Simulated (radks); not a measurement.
Yb II, 69 electrons, occupied as [Xe] 4f14 6s1. All-electron calculation, Dirac Kohn-Sham, AM05, spin-unpolarised, spherical densities, finite nucleus; Fermi nuclear charge, rms radius 5.3108 fm. Program: a radial shooting solver on a logarithmic mesh with Libxc functionals.

Normalised radial functions P(r) = r R(r) (large component), r in bohr:

r           5s1/2   4f5/2
0.003893   0.1335  0.0000
0.006192   0.1620  0.0000
0.009769   0.1676  0.0001
0.01554    0.1183  0.0003
0.02451   -0.0136  0.0015
0.03899   -0.1993  0.0073
0.062     -0.2531  0.0317
0.09783    0.0370  0.1152
0.1556     0.3835  0.3417
0.2455    -0.0032  0.7392
0.3904    -0.5680  1.1082
0.616      0.1573  1.0904
0.9796     1.0452  0.7382
1.558      0.7353  0.3692
2.458      0.1778  0.1427
3.91       0.0117  0.0394
6.168      0.0001  0.0062
9.81       0.0000  0.0003

5s1/2: eigenvalue -61.670 eV, 4 radial nodes at r = 0.0236, 0.0941, 0.245, 0.579 bohr, <r> = 1.21 bohr, 90 % of the charge inside 1.75 bohr. 4f5/2: eigenvalue -10.561 eV, 0 radial nodes, <r> = 0.774 bohr, 90 % of the charge inside 1.36 bohr.
